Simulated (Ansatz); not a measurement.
Stepwise reaction of `F[SiH](Cl)Cl` with hydrogen, as a gas-phase model of exchange steps in deposition or etching. ΔE in kJ/mol; ΔG adds harmonic PBE0-D4 terms to CCSD(T)/CBS, at 1 bar.

Program: Ansatz. Geometries: PBE0-D4/def2-TZVP. ΔE: electronic, gas phase. CCSD(T)/CBS is the MP2 limit (def2-TZVPP, def2-QZVPP) plus CCSD(T) − MP2 in def2-TZVPP, frozen cores. This one scheme is used for every species. Functionals use def2-TZVPP. B3LYP here is the variant with VWN-RPA as its local correlation; programs differ in this.

```
step                                 reaction  PBE-D4  B3LYP-D4  ωB97M-V  CCSD(T)/CBS  ΔG(500 K)
   1  `F[SiH](Cl)Cl` + H₂ → `F[SiH2]Cl` + HCl    84.7      81.8     84.3         82.2       75.7
```

**Question.** Give the row of step 2, `F[SiH2]Cl` + H₂ → `F[SiH3]` + HCl. (Estimate.)

**Answer.** Ansatz gave: 
| step | reaction | PBE-D4 | B3LYP-D4 | ωB97M-V | CCSD(T)/CBS | ΔG(500 K) |
| --- | --- | --- | --- | --- | --- | --- |
| 2 | `F[SiH2]Cl` + H₂ → `F[SiH3]` + HCl | 86.9 | 84.4 | 87.1 | 85.8 | 83.7 |

**Question.** By hand: ΔE of the 2 steps together at CCSD(T)/CBS.

**Answer.** (82.2) + (85.8) = 168.0 kJ/mol, or 84.0 kJ/mol a step.

In ΔE the steps differ by no more than 3.6 kJ/mol. All are uphill at CCSD(T)/CBS. ΔG lies between 75.7 and 83.7 kJ/mol a step. PBE-D4 differs from CCSD(T)/CBS by 1.1 to 2.5 kJ/mol a step. Isolated molecules leave out the surface, adducts and barriers. Largest T1 diagnostic: 0.011.
